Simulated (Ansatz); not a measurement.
Start from `C=C=C(C)F` and change one atom or group to get `C=C=C(F)BC`.

Ansatz, PBE0-D4/def2-TZVP geometries, multiplicity 1. Each molecule was computed in one conformer, which needn't be the lowest.

```json
{"property": "HOMO energy (PBE0/def2-TZVPP) / eV", "`C=C=C(C)F`": "-7.08"}
{"property": "LUMO energy (PBE0/def2-TZVPP) / eV", "`C=C=C(C)F`": "-0.35"}
{"property": "HOMO energy (ωB97M-V/def2-TZVPP) / eV", "`C=C=C(C)F`": "-9.30"}
{"property": "HOMO–LUMO gap (ωB97M-V/def2-TZVPP) / eV", "`C=C=C(C)F`": "11.12"}
{"property": "size of the dipole moment (ωB97M-V/def2-TZVPP) / D", "`C=C=C(C)F`": "1.72"}
{"property": "HOMO energy (B3LYP/def2-TZVPP) / eV", "`C=C=C(C)F`": "-6.89"}
```

(1) What does the change do to each property? (Best estimate.)

## Answers

(1) Ansatz gave: 
```json
{"property": "HOMO energy (PBE0/def2-TZVPP) / eV", "`C=C=C(F)BC`": "-7.74", "shift": "-0.66"}
{"property": "LUMO energy (PBE0/def2-TZVPP) / eV", "`C=C=C(F)BC`": "-1.73", "shift": "-1.38"}
{"property": "HOMO energy (ωB97M-V/def2-TZVPP) / eV", "`C=C=C(F)BC`": "-9.93", "shift": "-0.63"}
{"property": "HOMO–LUMO gap (ωB97M-V/def2-TZVPP) / eV", "`C=C=C(F)BC`": "10.21", "shift": "-0.91"}
{"property": "size of the dipole moment (ωB97M-V/def2-TZVPP) / D", "`C=C=C(F)BC`": "1.60", "shift": "-0.12"}
{"property": "HOMO energy (B3LYP/def2-TZVPP) / eV", "`C=C=C(F)BC`": "-7.53", "shift": "-0.64"}
```

With PBE0 the HOMO falls by 0.66 eV and the LUMO falls by 1.38 eV, so the gap narrows by about 0.72 eV. PBE moves the HOMO by -0.69 eV and ωB97M-V by -0.63 eV. Dipoles are sizes alone; their direction can turn.

B3LYP here is the variant with VWN-RPA as its local correlation; programs differ in this.
